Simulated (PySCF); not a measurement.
## Electron affinity of Ge by level of theory

Ge⁻ [Ar] 3d10 4s2 4p3 (4S) → Ge [Ar] 3d10 4s2 4p2 (3P), as a difference of total energies. Computed with PySCF 2.14 in def2-TZVPPD (7s5p5d1f, 54 functions), with the non-relativistic Hamiltonian (point nucleus). Correlated levels: valence and next inner shell: [Ne] frozen. The calculations carry no spin-orbit coupling.

| method | electron affinity (eV) |
| --- | --- |
| UHF | 0.531 |
| MP2 (valence and next inner shell) | 1.001 |
| SCS-MP2 (valence and next inner shell) | 0.849 |
| CCSD (valence and next inner shell) | 0.944 |
| CCSD(T) (valence and next inner shell) | 0.978 |

Question: How much does correlation contribute at CCSD(T) (valence and next inner shell)?

Answer: 0.978 − (0.531) = 0.447 eV, measured against UHF.

A first-order spin-orbit estimate (lowest level to lowest level, LS coupling) adds -0.096 eV.

These non-relativistic numbers lack the scalar-relativistic shift.

Errors of the correlated levels include the incompleteness of this basis and the frozen core.

For comparison: 1.233 eV (measured; photodetachment measurements, as compiled on the Wikipedia data page of electron affinities).
